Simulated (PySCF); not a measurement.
Job file and geometry (Å, from GFN2-xTB) of an NMR shielding run on SMILES C#Cc1nnc(C(C)C)s1, C$_{7}$H$_{8}$N$_{2}$S, GIAO PBE0/pcSseg-1 NMR shielding, non-relativistic, gas phase (PySCF); density fitting, a coarse starting grid and PySCF grid level 2 are the driver's defaults:

```
$ OMP_NUM_THREADS=1 python probes_run.py task.json out

{"job": {"kind": "nmr", "xc": "PBE0", "basis": "pcSseg-1"}, "charge": 0, "multiplicity": 1}
C      4.522997    -1.121647     1.494198
C      3.437383    -0.681146     1.227148
C      2.166857    -0.198611     0.899639
N      1.729450     0.987366     1.157162
N      0.496918     1.205283     0.745758
C     -0.061025     0.205731     0.160888
C     -1.441159     0.216748    -0.390728
C     -1.406236    -0.034253    -1.899574
C     -2.304872    -0.826158     0.320983
S      0.981972    -1.204970     0.064244
H      5.476572    -1.484274     1.738373
H     -1.847045     1.215066    -0.198138
H     -1.005117    -1.023700    -2.112556
H     -2.411489     0.027301    -2.308623
H     -0.784062     0.708234    -2.394783
H     -2.337804    -0.628744     1.390224
H     -1.902826    -1.825244     0.162723
H     -3.319274    -0.795426    -0.068595
```

Problem. What does the program print?

Solution. 
```
coarse grid: 16312 points
cycle   1  E = -778.3812416437  dE =  1.787e+00  |g| = 5.087e-01  |ddm| = 4.310e+00
cycle   2  E = -778.3361081314  dE =  4.513e-02  |g| = 6.749e-01  |ddm| = 1.240e+00
cycle   3  E = -778.4343934176  dE = -9.829e-02  |g| = 2.086e-01  |ddm| = 8.242e-01
cycle   4  E = -778.4438054188  dE = -9.412e-03  |g| = 6.008e-02  |ddm| = 2.375e-01
cycle   5  E = -778.4446713459  dE = -8.659e-04  |g| = 1.176e-02  |ddm| = 7.660e-02
cycle   6  E = -778.4446968737  dE = -2.553e-05  |g| = 6.273e-03  |ddm| = 1.870e-02
cycle   7  E = -778.4447064715  dE = -9.598e-06  |g| = 1.537e-03  |ddm| = 7.508e-03
final grid: 155168 points
cycle   8  E = -778.5060003408  dE = -3.314e-05  |g| = 1.088e-02  |ddm| = 6.596e-02
cycle   9  E = -778.5059448724  dE =  5.547e-05  |g| = 1.787e-02  |ddm| = 3.066e-02
cycle  10  E = -778.5060283934  dE = -8.352e-05  |g| = 3.592e-03  |ddm| = 2.254e-02
cycle  11  E = -778.5060316107  dE = -3.217e-06  |g| = 5.063e-04  |ddm| = 3.905e-03
cycle  12  E = -778.5060316547  dE = -4.395e-08  |g| = 2.369e-04  |ddm| = 6.257e-04
cycle  13  E = -778.5060316675  dE = -1.279e-08  |g| = 7.109e-05  |ddm| = 2.736e-04
cycle  14  E = -778.5060316687  dE = -1.263e-09  |g| = 2.074e-05  |ddm| = 1.012e-04
cycle  15  E = -778.5060316688  dE = -8.640e-11  |g| = 6.796e-06  |ddm| = 2.581e-05
converged SCF energy = -778.5060316688

GIAO shielding tensors (ppm)
atom      isotropic    diamagn.    paramagn.     s11        s22        s33       span
  0 C       89.519     258.814    -169.295     28.182     43.685    196.691    168.509
  1 C      107.519     240.720    -133.202     10.721     13.116    298.719    287.998
  2 C       34.629     262.940    -228.311    -42.267     58.377     87.778    130.045
  3 N     -155.124     327.030    -482.153   -494.088   -101.591    130.308    624.396
  4 N     -122.350     326.480    -448.830   -390.452    -92.871    116.275    506.727
  5 C        2.504     262.491    -259.988    -38.865    -12.457     58.834     97.699
  6 C      150.773     243.134     -92.361    137.433    149.267    165.621     28.188
  7 C      158.123     247.509     -89.385    141.665    150.725    181.979     40.314
  8 C      158.230     247.224     -88.994    141.673    150.845    182.172     40.499
  9 S      191.385    1057.523    -866.138    -68.868    243.349    399.674    468.542
 10 H       28.312      33.324      -5.012     24.291     24.829     35.816     11.525
 11 H       28.149      31.179      -3.030     24.584     26.020     33.842      9.258
 12 H       30.551      30.383       0.169     26.350     30.578     34.725      8.375
 13 H       30.252      29.023       1.229     26.159     27.102     37.494     11.335
 14 H       30.106      29.888       0.218     26.094     28.053     36.171     10.077
 15 H       30.079      29.568       0.511     26.053     27.975     36.209     10.157
 16 H       30.559      30.199       0.360     26.289     30.657     34.730      8.441
 17 H       30.256      28.817       1.439     26.191     27.114     37.463     11.272
```

Problem. Turn these shieldings into chemical shifts. Chemical shifts δ = σref − σ; $^{13}$C (186.93 ppm), $^{1}$H (31.72 ppm) vs TMS; $^{15}$N (267.73 ppm) vs NH3; $^{33}$S (503.73 ppm) vs CS2, all at this level.

Solution. Averaging equivalent atoms: C 5: 184.4; C 2: 152.3; C 0: 97.4; C 1: 79.4; C 6: 36.2; C 7/8: 28.7; N 3: 422.9; N 4: 390.1; S 9: 312; H 11: 3.57; H 10: 3.40; H 12/13/14/15/16/17: 1.42 ppm. Experimental scales use liquid or dissolved standards, which lie at an offset from isolated NH3 (liquid NH3: subtract about 20 ppm). Unscaled 15N shifts of sp2 nitrogen come out 20 to 40 ppm too high even then.

Size and cost of the density-fitted run: 217 basis functions, 63 s wall time on 1 thread of an Arm Neoverse V1, shared host.
